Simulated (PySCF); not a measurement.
Compound: C₅H₃N₂P.
Cartesian coordinates in Å at the GFN2-xTB level; atoms count from 1:
```xyz
11
C5H3N2P angstrom
N      3.6067    0.4717   -0.1720
C      2.4645    0.3787   -0.1204
C      1.0629    0.2493   -0.0565
C      0.5164   -1.0336    0.0203
N     -0.7595   -1.3393    0.0861
C     -1.6827   -0.3905    0.0841
C     -1.4665    0.9714    0.0168
P      0.0991    1.7147   -0.0800
H      1.1899   -1.8844    0.0288
H     -2.6996   -0.7643    0.1423
H     -2.3258    1.6291    0.0245
```

Method: TDDFT wB97X-D/def2-SVPD, vertical, gas phase, core orbitals frozen in the response in PySCF 2.14.0, density-fitted response routines.

Transition dipole moments from the ground state, in atomic units and in the frame of the coordinates above (overall signs are arbitrary), for the states with f of 0.002 or more among the lowest 7:

```json
{"state": "S1", "E (eV)": "4.005", "μx": "0.012", "μy": "0.012", "μz": "0.273"}
{"state": "S3", "E (eV)": "4.708", "μx": "0.656", "μy": "-0.078", "μz": "-0.024"}
{"state": "S4", "E (eV)": "5.109", "μx": "-0.612", "μy": "0.594", "μz": "0.001"}
{"state": "S5", "E (eV)": "5.226", "μx": "0.014", "μy": "0.008", "μz": "0.252"}
{"state": "S7", "E (eV)": "6.038", "μx": "-1.475", "μy": "-0.621", "μz": "0.087"}
```

Question: Work out the oscillator strengths.

Answer: f = (2/3) ΔE |μ|² with ΔE in hartree (27.2114 eV).

```csv
state,|μ|² (au),|μ| (D),f
S1,0.075,0.70,0.007
S3,0.438,1.68,0.051
S4,0.728,2.17,0.091
S5,0.064,0.64,0.008
S7,2.570,4.07,0.380
```

Question: The point group is Cs. Which irreducible representation does each state belong to?

Answer: From a totally symmetric ground state, an allowed state transforms like the component of the dipole operator along its μ. Polarised normal to the mirror plane, so A″: S1 and S5. Polarised in the mirror plane, so A′: S3, S4 and S7.

Question: Which bond between heavy atoms lies closest to the direction of the S7 transition dipole?

Answer: C7–P8, at 3° from it; next C4–N5 at 9°.

Question: What angle do the transition dipoles of S3 and S4 make?

Answer: |cos θ| = |μa·μb| / (|μa| |μb|) = 0.79, so θ ≈ 37° (taken between 0 and 90°, since the signs are arbitrary).

Question: How is the summed strength of these states shared among x, y and z?

Answer: (2/3) Σ ΔE μα² gives 0.419 for x, 0.102 for y and 0.017 for z, 0.537 in all.

Question: What peak molar absorption coefficient would the strongest computed level give as a lone Gaussian band 0.4 eV wide at half height?

Answer: ε(max) = 2.175×10⁸ f / FWHM, with the width in cm⁻¹. S7: 2.175×10⁸ × 0.3801 / 3226 ≈ 26000 L mol⁻¹ cm⁻¹.
